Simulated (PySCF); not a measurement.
# Multinuclear NMR of C$_{4}$H$_{9}$O$_{2}$PSi

Atoms are numbered as in `[CH3:1][O:2][C@@H:3]1[C:4](=[O:5])[CH2:6][Si@@H:7]1[PH2:8]`; H(Xn) means a hydrogen on atom n. Ha(C6) is cis to O2 on the ring; Hb(C6) is trans to O2 on the ring.

Calculated, not measured (PySCF): GFN2-xTB geometry, NMR shieldings at PBE0/pcSseg-1/GIAO. Non-relativistic, a single conformation, rapidly exchanging positions averaged, no solvent.

**Question.** What are the $^{31}$P shifts?

**Answer.** 
| atoms | environment | σ (ppm) | δ (ppm) |
| --- | --- | --- | --- |
| P8 | phosphorus bonded to Si, 2 H | 617.7 | -241.6 |

Shieldings were converted by a linear fit to measured shifts: $^{31}$P (scatter 18.1 ppm rms vs H3PO4, solution or neat liquid). A few per cent of atoms miss by over 2 rms, more outside the fitted compound classes.

On a 300 MHz spectrometer $^{31}$P resonates near 121.4 MHz, so 1 ppm is 121.4 Hz.

**Question.** What are the $^{29}$Si shifts?

**Answer.** 
```json
{"atoms": "Si7", "environment": "silicon bonded to 2 C, P, H, in a 4-membered ring", "σ (ppm)": "399.5", "δ (ppm)": "-48.4"}
```

Shieldings were converted by a linear fit to measured shifts: $^{29}$Si: δ = 279.94 − 0.822σ (rms 8.9 ppm, 72 shifts, 25.8 ppm with the 6 outliers that the fit left out vs TMS, solution or neat liquid). A few per cent of atoms miss by over 2 rms, more outside the fitted compound classes.

On a 600 MHz spectrometer $^{29}$Si resonates near 119.2 MHz, so 1 ppm is 119.2 Hz.

**Question.** What are the $^{17}$O shifts?

**Answer.** 
```csv
atoms,environment,σ (ppm),δ (ppm)
O5,ketone oxygen,-331.5,568.7
O2,ether oxygen,290.9,1.7
```

Shieldings were converted by a linear fit to measured shifts: $^{17}$O: δ = 266.70 − 0.911σ (rms 10.7 ppm, 155 shifts, 12.2 ppm with the 3 outliers that the fit left out vs liquid water, solution or neat liquid). Occasional misses reach two or three times the rms, and more in compound classes unlike the fitted ones.

On a 400 MHz spectrometer $^{17}$O resonates near 54.2 MHz, so 1 ppm is 54.2 Hz.
